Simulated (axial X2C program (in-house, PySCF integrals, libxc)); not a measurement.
Spin–orbit effects along a row: molecules with Si, PBE0

Computed with an axial X2C code built on PySCF integrals, spin-free (one-electron X2C) or two-component (2c: spin–orbit coupling with atomic mean-field Coulomb and Gaunt terms, which also bring small scalar terms), in Dyall basis sets with cores contracted in-house; open shells are unrestricted.

Basis sets: Br dyall-cv3z, Ca dyall-cv3z, Co dyall-cv3z, Cr dyall-cv3z, Fe dyall-cv3z, Ga dyall-cv3z, K dyall-cv3z, Mn dyall-cv3z, Ni dyall-cv3z, Se dyall-cv3z, Si dyall-v3z, V dyall-cv3z, Zn dyall-v3z.

```json
{"molecule": "KSi", "spin-free state": "M_S = 3/2, Λ = 0", "Re (Å)": "3.030", "ωe (cm⁻¹)": "204.9", "De (eV)": "1.62", "2c state": "Ω = 3/2", "Re 2c (Å)": "3.030", "ωe 2c (cm⁻¹)": "204.9", "De 2c (eV)": "1.62"}
{"molecule": "CaSi", "spin-free state": "M_S = 1, Λ = 0", "Re (Å)": "2.778", "ωe (cm⁻¹)": "277.0", "De (eV)": "1.68", "2c state": "Ω = 1", "Re 2c (Å)": "2.778", "ωe 2c (cm⁻¹)": "277.0", "De 2c (eV)": "1.68"}
{"molecule": "VSi", "spin-free state": "M_S = 5/2, Λ = 0", "Re (Å)": "2.373", "ωe (cm⁻¹)": "379.1", "De (eV)": "n/a", "2c state": "Ω = 5/2", "Re 2c (Å)": "2.373", "ωe 2c (cm⁻¹)": "379.0", "De 2c (eV)": "n/a"}
{"molecule": "CrSi", "spin-free state": "M_S = 4, Λ = 0", "Re (Å)": "2.525", "ωe (cm⁻¹)": "272.7", "De (eV)": "1.26", "2c state": "Ω = 4", "Re 2c (Å)": "2.526", "ωe 2c (cm⁻¹)": "272.4", "De 2c (eV)": "1.25"}
{"molecule": "MnSi", "spin-free state": "M_S = 7/2, Λ = 0", "Re (Å)": "2.494", "ωe (cm⁻¹)": "294.3", "De (eV)": "1.29", "2c state": "Ω = 3/2", "Re 2c (Å)": "2.333", "ωe 2c (cm⁻¹)": "326.1", "De 2c (eV)": "1.97"}
{"molecule": "FeSi", "spin-free state": "M_S = 1, Λ = 0", "Re (Å)": "2.191", "ωe (cm⁻¹)": "371.0", "De (eV)": "2.17", "2c state": "Ω = 1", "Re 2c (Å)": "2.191", "ωe 2c (cm⁻¹)": "370.9", "De 2c (eV)": "n/a"}
{"molecule": "CoSi", "spin-free state": "M_S = 1/2, Λ = 3", "Re (Å)": "2.255", "ωe (cm⁻¹)": "346.7", "De (eV)": "1.95", "2c state": "Ω = 7/2", "Re 2c (Å)": "2.255", "ωe 2c (cm⁻¹)": "346.4", "De 2c (eV)": "n/a"}
{"molecule": "NiSi", "spin-free state": "M_S = 0, Λ = 3", "Re (Å)": "2.184", "ωe (cm⁻¹)": "375.7", "De (eV)": "2.13", "2c state": "Ω = 3", "Re 2c (Å)": "2.184", "ωe 2c (cm⁻¹)": "376.0", "De 2c (eV)": "n/a"}
{"molecule": "ZnSi", "spin-free state": "M_S = 1, Λ = 0", "Re (Å)": "2.375", "ωe (cm⁻¹)": "268.2", "De (eV)": "0.94", "2c state": "Ω = 1", "Re 2c (Å)": "2.376", "ωe 2c (cm⁻¹)": "268.0", "De 2c (eV)": "0.94"}
{"molecule": "GaSi", "spin-free state": "M_S = 3/2, Λ = 0", "Re (Å)": "2.418", "ωe (cm⁻¹)": "300.1", "De (eV)": "2.52", "2c state": "Ω = 3/2", "Re 2c (Å)": "2.418", "ωe 2c (cm⁻¹)": "299.8", "De 2c (eV)": "n/a"}
{"molecule": "SiSe", "spin-free state": "M_S = 0, Λ = 0", "Re (Å)": "2.062", "ωe (cm⁻¹)": "590.0", "De (eV)": "5.44", "2c state": "Ω = 0", "Re 2c (Å)": "2.063", "ωe 2c (cm⁻¹)": "589.1", "De 2c (eV)": "5.38"}
{"molecule": "SiBr", "spin-free state": "M_S = 1/2, Λ = 1", "Re (Å)": "2.233", "ωe (cm⁻¹)": "421.3", "De (eV)": "3.82", "2c state": "Ω = 1/2", "Re 2c (Å)": "2.233", "ωe 2c (cm⁻¹)": "421.5", "De 2c (eV)": "3.75"}
```

Q: Work out the shifts from the spin-free to the two-component result.

A: 

```json
{"molecule": "KSi", "2c state": "Ω = 3/2", "ΔRe (Å)": "0.000", "Δωe (cm⁻¹)": "0.0", "ΔDe (eV)": "0.00"}
{"molecule": "CaSi", "2c state": "Ω = 1", "ΔRe (Å)": "0.000", "Δωe (cm⁻¹)": "0.0", "ΔDe (eV)": "0.00"}
{"molecule": "VSi", "2c state": "Ω = 5/2", "ΔRe (Å)": "0.000", "Δωe (cm⁻¹)": "-0.1", "ΔDe (eV)": "n/a"}
{"molecule": "CrSi", "2c state": "Ω = 4", "ΔRe (Å)": "0.001", "Δωe (cm⁻¹)": "-0.3", "ΔDe (eV)": "-0.01"}
{"molecule": "MnSi", "2c state": "Ω = 3/2", "ΔRe (Å)": "other state", "Δωe (cm⁻¹)": "other state", "ΔDe (eV)": "n/a"}
{"molecule": "FeSi", "2c state": "Ω = 1", "ΔRe (Å)": "0.000", "Δωe (cm⁻¹)": "-0.1", "ΔDe (eV)": "n/a"}
{"molecule": "CoSi", "2c state": "Ω = 7/2", "ΔRe (Å)": "0.000", "Δωe (cm⁻¹)": "-0.3", "ΔDe (eV)": "n/a"}
{"molecule": "NiSi", "2c state": "Ω = 3", "ΔRe (Å)": "0.000", "Δωe (cm⁻¹)": "0.3", "ΔDe (eV)": "n/a"}
{"molecule": "ZnSi", "2c state": "Ω = 1", "ΔRe (Å)": "0.001", "Δωe (cm⁻¹)": "-0.2", "ΔDe (eV)": "0.00"}
{"molecule": "GaSi", "2c state": "Ω = 3/2", "ΔRe (Å)": "0.000", "Δωe (cm⁻¹)": "-0.3", "ΔDe (eV)": "n/a"}
{"molecule": "SiSe", "2c state": "Ω = 0", "ΔRe (Å)": "0.001", "Δωe (cm⁻¹)": "-0.9", "ΔDe (eV)": "-0.06"}
{"molecule": "SiBr", "2c state": "Ω = 1/2", "ΔRe (Å)": "0.000", "Δωe (cm⁻¹)": "0.2", "ΔDe (eV)": "-0.07"}
```

Shifts of one unit in the last digit are rounding.

Each entry is the lowest single determinant of a limited PBE0 search at one distance. De goes to single-determinant-based atoms at the same level (for ions the charge split of lowest energy) and is withheld (n/a) where an atom does not fit its ground term or J level. Main or longest-lived isotopes. One determinant is a doubtful description, or other states lie close, for KSi, CaSi, VSi, CrSi, MnSi, FeSi, CoSi, NiSi, ZnSi, GaSi; these need not be ground states, and all values refer to the states named. Some open-shell Ω = 0 determinants are out of reach, so the Ω given for CaSi, CrSi, FeSi, ZnSi need not be the lowest component. With several unpaired electrons the Ω given is that of one determinant, not necessarily of the lowest component. Some light 2c atoms are not at their ground J level, so De misses part of their lowering (0.04 eV or less). The functionals have no current term, which raises determinants with orbital currents. The lowest determinant changes configuration between the Hamiltonians for MnSi, so two states are compared there.
